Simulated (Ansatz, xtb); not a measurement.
# Two isomers of C6H6S

Structure I: `S=C1C=CC=CC1`, a singlet. Structure II: `Sc1ccccc1`, a singlet. Both are isolated molecules in the gas phase, relaxed with PBE-D3(BJ)/def2-SVP; the shapes shown needn't be the lowest conformers.

I (Å):

```xyz
13

C    -0.9812   -0.0860   -2.4368
C    -1.4400    0.2544   -1.1080
C    -0.5678    0.4423   -0.0623
C     0.8680    0.3122   -0.2217
C     1.3920   -0.0047   -1.4347
C     0.5213   -0.2274   -2.6317
S    -2.0434   -0.3130   -3.6960
H    -2.5263    0.3572   -0.9680
H    -0.9656    0.7004    0.9322
H     1.5206    0.4733    0.6493
H     2.4813   -0.1063   -1.5683
H     0.8362    0.4550   -3.4545
H     0.7283   -1.2341   -3.0623
```

II (Å):

```xyz
13

C    -0.8448   -0.4065   -2.0141
C    -1.1353   -0.0293   -0.6848
C    -0.1532    0.5875    0.1014
C     1.1268    0.8380   -0.4192
C     1.4154    0.4629   -1.7406
C     0.4410   -0.1552   -2.5371
S    -2.1386   -1.1845   -2.9515
H    -1.4212   -1.3420   -4.0976
H    -2.1358   -0.2208   -0.2674
H    -0.3950    0.8758    1.1359
H     1.8947    1.3226    0.2014
H     2.4140    0.6521   -2.1636
H     0.6818   -0.4443   -3.5717
```

Quicker runs give these differences E(II) − E(I): GFN2-xTB −80.8 kJ/mol; HF/STO-3G −173.6 kJ/mol (at GFN2-xTB geometries); r2SCAN-D4/def2-SVP −101.6 kJ/mol (at GFN2-xTB geometries).

Q: Estimate E(II) − E(I) at the level CCSD(T)/def2-SVP + ΔMP2/def2-TZVPP.

A: Calculated at CCSD(T)/def2-SVP + ΔMP2/def2-TZVPP: E(II) − E(I) = −103.1 kJ/mol, so structure II lies lower.

The same difference at several levels:

```
                             level             geometry  E(II) − E(I) (kJ/mol)  departure from the last row (kJ/mol)  job, with rough time for the two
                          GFN2-xTB             GFN2-xTB                   −80.8                                 +22.3              optimisation, 0.16 s
                         HF/STO-3G             GFN2-xTB                  −173.6                                 −70.5               single point, 0.4 s
                r2SCAN-D4/def2-SVP             GFN2-xTB                  −101.6                                  +1.5               single point, 3.6 s
               PBE-D3(BJ)/def2-SVP  PBE-D3(BJ)/def2-SVP                   −96.5                                  +6.6                optimisation, 12 s
                       HF/def2-SVP  PBE-D3(BJ)/def2-SVP                  −112.6                                  −9.5           part of the CCSD(T) run
                      MP2/def2-SVP  PBE-D3(BJ)/def2-SVP                  −117.7                                 −14.6           part of the CCSD(T) run
                  CCSD(T)/def2-SVP  PBE-D3(BJ)/def2-SVP                   −97.6                                  +5.4                      single point
CCSD(T)/def2-SVP + ΔMP2/def2-TZVPP  PBE-D3(BJ)/def2-SVP                  −103.1                                                      single point, 54 s
```

As drawn, II has 1 C–S, 6 C∷C, 1 S–H in place of 1 C=S, 4 C–C, 2 C=C, 1 C–H (∷ is an aromatic bond). Structure I has a 6-membered ring, II a 6-membered ring (with an aromatic ring).

The levels shown agree on the order. The largest departure from CCSD(T)/def2-SVP + ΔMP2/def2-TZVPP is that of HF/STO-3G, 70.5 kJ/mol. The last row adds to CCSD(T) the change of the MP2 difference between the two basis sets, here −5.4 kJ/mol.

With thermal terms from frequencies at re-optimised GFN2-xTB minima (ideal gas, soft modes damped towards free rotors, one conformer each, 298.15 K, 1 atm): on the last row, ΔE + ΔZPE = −108.4, ΔH = −108.3, ΔG = −107.3 kJ/mol.

The correlated steps freeze 11 core orbitals. Run with Ansatz 0.2.0, xtb 6.7.1; the last row on 4 threads of Arm Neoverse V1 on a shared host.
